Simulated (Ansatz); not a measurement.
CH6BFSSi can be A, `FC[SiH2]BS`, or B, `C[SiH2]B(F)S`.

Computed with Ansatz on PBE0-D4/def2-TZVP structures; ΔE is electronic, products minus reactants. CCSD(T)/CBS adds triple-zeta CCSD(T) − MP2 to the extrapolated MP2 energy (def2 sets, frozen cores). DFT in def2-TZVPP. B3LYP here is the variant with VWN-RPA as its local correlation; programs differ in this. One conformer a species, not always the lowest.

(1) Which is lower in electronic energy at CCSD(T)/CBS, and by how much? (An estimate is asked.)

(2) Give E(B) − E(A) in kcal/mol with MP2/def2-TZVPP, r2SCAN-D4, CCSD/def2-TZVPP, HF/def2-TZVPP, B3LYP, CCSD(T)/def2-TZVPP, B2PLYP. (Estimate.)

Largest T1 diagnostic: 0.014.

## Answers

(1) The calculation gave: B, by 56.3 kcal/mol.

(2) The calculation gave: MP2/def2-TZVPP -58.5, r2SCAN-D4 -56.6, CCSD/def2-TZVPP -56.2, HF/def2-TZVPP -55.4, B3LYP -54.7, CCSD(T)/def2-TZVPP -56.2, B2PLYP -56.1. None reverses the order clearly.

In def2-TZVPP, CCSD(T) changes the Hartree–Fock value by −0.9 kcal/mol (the triples alone add −0.1 kcal/mol) and MP2 by −3.1 kcal/mol. From PBE to PBE0 (25 % exact exchange), in def2-TZVPP and without D4, E(B) − E(A) moves by −1.0 kcal/mol.
